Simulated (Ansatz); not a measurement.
Isomers of Bi₂F₆ (singlet), relaxed with PBE-D4/def2-SVP; total energies from Ansatz at PBE-QIDH/def2-TZVP.

```tsv
isomer	description	energy (Eh)
A	point group Cs; 7 × Bi–F 2.05 to 2.40 Å	-1027.71092
B	point group not assigned; 8 × Bi–F 2.05 to 2.37 Å	-1027.69679
```

In the def2 sets Bi takes a core potential; there is no spin–orbit coupling. Correlated methods freeze 14 core orbitals; core or outer-core shells of Bi are correlated, in sets that lack core-valence functions.

The isomers come from a short search, and lower ones may exist.

Question: Work out the relative energies (1 Eh = 2625.5 kJ/mol) and the Boltzmann populations at 1200 K from electronic energies alone (R = 8.314 J/mol/K).

Answer: ΔE: A 0.0, B 37.1 kJ/mol. RT = 9.98 kJ/mol. Factors exp(−ΔE/RT): A 1, B 0.0243; sum 1.024. Populations: A 97.6 %, B 2.4 %. Zero-point energy, vibrational entropy and symmetry numbers are left out and can shift these; an error of 4 kJ/mol changes a ratio by a factor of 1.5. Over the other density-functional and correlated levels in def2 sets, the gap between A and B ranges from 24 to 36 kJ/mol.
